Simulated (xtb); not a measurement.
acetic acid (C2H4O2), singlet, from a rough starting geometry; GFN2-xTB (xtb).

xtb was given this input:
```
$ xtb mol.xyz --gfn 2 --opt vtight --json

# file mol.xyz
8

C     -0.27512185     0.54734363     0.00549546
O     -0.10737373     1.75086846     0.01131429
O     -1.51373087    -0.04464995    -0.01191523
H     -2.15025350     0.69484467     0.02827646
C      0.81689969    -0.55743395    -0.03904814
H      1.80116550    -0.01613010    -0.03010535
H      0.66008750    -1.14889568     0.86504921
H      0.69363653    -1.14203574    -0.92356019
```

Output, abridged:

```
   ID    Z sym.   atoms
    1    6 C      1, 5
    2    8 O      2, 3
    3    1 H      4, 6-8

           -------------------------------------------------
          |                Calculation Setup                |
           -------------------------------------------------

           -------------------------------------------------
          |                 G F N 2 - x T B                 |
           -------------------------------------------------

          ...................................................
          :                      SETUP                      :
          :.................................................:
          :  # basis functions                  20          :
          :  # atomic orbitals                  20          :
          :  # shells                           12          :
          :  # electrons                        24          :
          :  max. iterations                   250          :
          :  Hamiltonian                  GFN2-xTB          :
          :  restarted?                      false          :
          :  GBSA solvation                  false          :
          :  PC potential                    false          :
          :  electronic temp.          300.0000000     K    :
          :  accuracy                    1.0000000          :
          :  -> integral cutoff          0.2500000E+02      :
          :  -> integral neglect         0.1000000E-07      :
          :  -> SCF convergence          0.1000000E-05 Eh   :
          :  -> wf. convergence          0.1000000E-03 e    :
          :  Broyden damping             0.4000000          :
          :  net charge                          0          :
          :  unpaired electrons                  0          :
          ...................................................

 iter      E             dE          RMSdq      gap      omega  full diag
   1    -14.5349644 -0.145350E+02  0.496E+00    5.91       0.0  T
   2    -14.5686169 -0.336525E-01  0.253E+00    4.68       1.0  T
   3    -14.5718981 -0.328126E-02  0.157E+00    5.19       1.0  T
   4    -14.5747832 -0.288510E-02  0.166E-01    4.91       1.0  T
   5    -14.5748181 -0.348051E-04  0.798E-02    4.97       1.0  T
   6    -14.5748498 -0.317149E-04  0.141E-02    4.94       2.5  T
   7    -14.5748504 -0.620994E-06  0.597E-03    4.95       5.9  T
   8    -14.5748504 -0.283186E-07  0.118E-03    4.95      30.1  T
   9    -14.5748504 -0.598781E-09  0.332E-04    4.95     106.6  T
  10    -14.5748504 -0.322732E-09  0.138E-04    4.95     255.9  T

   *** convergence criteria satisfied after 10 iterations ***

         :::::::::::::::::::::::::::::::::::::::::::::::::::::
         ::                     SUMMARY                     ::
         :::::::::::::::::::::::::::::::::::::::::::::::::::::
         :: total energy             -14.454556806802 Eh    ::
         :: gradient norm              0.073250162176 Eh/a0 ::
         :: HOMO-LUMO gap              4.947686923159 eV    ::
         ::.................................................::
         :: SCC energy               -14.574849927241 Eh    ::
         :: -> isotropic ES            0.047625069028 Eh    ::
         :: -> anisotropic ES          0.001628384954 Eh    ::
         :: -> anisotropic XC          0.001718184073 Eh    ::
         :: -> dispersion             -0.002781386660 Eh    ::
         :: repulsion energy           0.120293120439 Eh    ::
         :: add. restraining           0.000000000000 Eh    ::
         :: total charge               0.000000000000 e     ::
         :::::::::::::::::::::::::::::::::::::::::::::::::::::

      -----------------------------------------------------------
     |                   =====================                   |
     |                        A N C O P T                        |
     |                   =====================                   |
     |               Approximate Normal Coordinate               |
[...]
 * total energy  :   -14.4545568 Eh     change       -0.2641443E-10 Eh
 * total energy  :   -14.4591611 Eh     change       -0.4604254E-02 Eh
 * total energy  :   -14.4595143 Eh     change       -0.3532565E-03 Eh
 * total energy  :   -14.4599148 Eh     change       -0.4005066E-03 Eh
 * total energy  :   -14.4599360 Eh     change       -0.2122639E-04 Eh
 * total energy  :   -14.4599418 Eh     change       -0.5725626E-05 Eh
 * total energy  :   -14.4599425 Eh     change       -0.7248808E-06 Eh
 * total energy  :   -14.4599425 Eh     change       -0.1509853E-07 Eh
   *** GEOMETRY OPTIMIZATION CONVERGED AFTER 8 ITERATIONS ***
         :: total energy             -14.459942515585 Eh    ::
[...]
         3        2.0000           -0.6680044             -18.1773
         4        2.0000           -0.6203747             -16.8813
         5        2.0000           -0.5869540             -15.9718
         6        2.0000           -0.5827540             -15.8575
         7        2.0000           -0.5638932             -15.3443
         8        2.0000           -0.5005900             -13.6217
         9        2.0000           -0.4925200             -13.4022
        10        2.0000           -0.4891840             -13.3114
        11        2.0000           -0.4781471             -13.0110
        12        2.0000           -0.4273774             -11.6295 (HOMO)
        13                         -0.2358331              -6.4173 (LUMO)
        14                          0.0575257               1.5654
        15                          0.1541507               4.1947
        16                          0.1576229               4.2891
        17                          0.1869232               5.0864
        18                          0.2054623               5.5909
        19                          0.2725429               7.4163
        20                          0.6472240              17.6119
      -------------------------------------------------------------
                  HL-Gap            0.1915443 Eh            5.2122 eV
             Fermi-level           -0.3316052 Eh           -9.0234 eV

     #   Z          covCN         q      C6AA      α(0)
     1   6 C        2.686     0.366    20.796     7.463
     2   8 O        0.856    -0.407    21.812     6.262
     3   8 O        1.660    -0.380    20.455     6.105
     4   1 H        0.804     0.328     0.643     1.259
     5   6 C        3.753    -0.147    23.405     6.899
     6   1 H        0.925     0.076     2.018     2.221
     7   1 H        0.925     0.082     1.961     2.190
     8   1 H        0.925     0.082     1.962     2.191

 Mol. C6AA /au·bohr⁶  :        553.812471
 Mol. C8AA /au·bohr⁸  :      11870.554043
 Mol. α(0) /au        :         34.589874

Wiberg/Mayer (AO) data.
largest (>0.10) Wiberg bond orders for each atom

 ---------------------------------------------------------------------------
     #   Z sym  total        # sym  WBO       # sym  WBO       # sym  WBO
 ---------------------------------------------------------------------------
     1   6 C    3.914 --     2 O    1.772     3 O    1.126     5 C    0.995
     2   8 O    2.042 --     1 C    1.772     3 O    0.172
     3   8 O    2.194 --     1 C    1.126     4 H    0.868     2 O    0.172
     4   1 H    0.892 --     3 O    0.868
     5   6 C    3.991 --     1 C    0.995     6 H    0.983     8 H    0.962
                             7 H    0.961
     6   1 H    0.994 --     5 C    0.983
     7   1 H    0.993 --     5 C    0.961
     8   1 H    0.993 --     5 C    0.962
 ---------------------------------------------------------------------------

Topologies differ in total number of bonds
Writing topology from bond orders to xtbtopo.mol

molecular dipole:
                 x           y           z       tot (Debye)
 q only:       -0.142      -0.739      -0.011
   full:       -0.263      -0.754      -0.011       2.030
molecular quadrupole (traceless):
                xx          xy          yy          xz          yz          zz
 q only:        4.553      -2.947      -4.692      -0.067      -0.046       0.139
  q+dip:        5.054      -4.154      -5.946      -0.082      -0.076       0.892
   full:        4.991      -4.162      -6.340      -0.080      -0.091       1.349

optimized geometry written to: xtbopt.xyz

           -------------------------------------------------
          | TOTAL ENERGY              -14.459942515585 Eh   |
          | GRADIENT NORM               0.000031927053 Eh/α |
          | HOMO-LUMO GAP               5.212185785180 eV   |
           -------------------------------------------------

normal termination of xtb
```
